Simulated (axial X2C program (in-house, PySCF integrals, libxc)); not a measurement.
## Bond lengths and stretching modes, held linear, of ClCoCl⁺

Computed with an in-house all-electron X2C program for linear molecules (integrals from PySCF): two-component X2C with atomic mean-field Coulomb and Gaunt terms, Gaussian nuclei, basis Cl dyall-av3z, Co dyall-v3z with contracted cores. Spin-free rows use the one-electron spin-free X2C Hamiltonian.

Masses Cl 34.969, Co 58.933, Cl 34.969 u. States: 2c Ω = 4 (beyond evenly filled blocks: ω = 3/2, ω = 5/2); spin-free M_S = 2, Λ = 2 (beyond evenly filled blocks: σα, π+α, π-α, δ+α, δ+β, δ-α).

HF, spin-free: energies above the lowest point

| r(Cl–Co) (Å) | r(Co–Cl) (Å) | E (meV) |
| --- | --- | --- |
| 1.9822 | 1.9822 | 125.41 |
| 1.9822 | 2.0330 | 60.95 |
| 1.9822 | 2.0838 | 64.22 |
| 2.0330 | 1.9822 | 60.95 |
| 2.0330 | 2.0330 | 0.00 |
| 2.0330 | 2.0838 | 6.58 |
| 2.0330 | 2.1347 | 67.74 |
| 2.0838 | 1.9822 | 64.22 |
| 2.0838 | 2.0330 | 6.58 |
| 2.0838 | 2.0838 | 16.27 |
| 2.1347 | 2.0330 | 67.74 |
| 2.1347 | 2.1347 | 147.23 |

Question: Fit a quadratic surface with cubic terms in each bond: where is the minimum, and what are the two stretching wavenumbers?

Answer: At HF, spin-free: bonds 2.052 and 2.052 Å; harmonic stretches 445.0 and 626.1 cm⁻¹; force constants 3.89, 3.89 and coupling 0.19 mdyn/Å.

The other levels and Hamiltonians give:

```tsv
Hamiltonian	level	r(Cl–Co) (Å)	r(Co–Cl) (Å)	lower stretch (cm⁻¹)	upper stretch (cm⁻¹)
2c	PBE0	2.031	2.031	405.0	588.8
2c	HF	2.052	2.052	444.7	625.7
2c	B3LYP	2.049	2.049	390.3	566.0
2c	MP2	1.996	1.996	447.4	627.2
spin-free	PBE0	2.030	2.030	405.1	589.1
spin-free	B3LYP	2.049	2.049	390.4	566.5
spin-free	MP2	1.996	1.996	447.7	627.7
```

Each state is one determinant, the lowest of a limited PBE0 search; the stretches come from a fit to these few points and carry an uncertainty of a few per cent. Other orders of the atoms were not compared. MP2 freezes inner shells (threshold -2 hartree). The molecule was held linear; bending was not examined, so a bent shape may lie lower. Open-shell Ω = 0 determinants with evenly filled partner blocks cannot be reached by this program, so the Ω shown need not be the lowest component. Note: functional without a current term on a determinant with orbital currents, of the molecule or an atom. Note: several unpaired electrons, one determinant need not be a pure state.
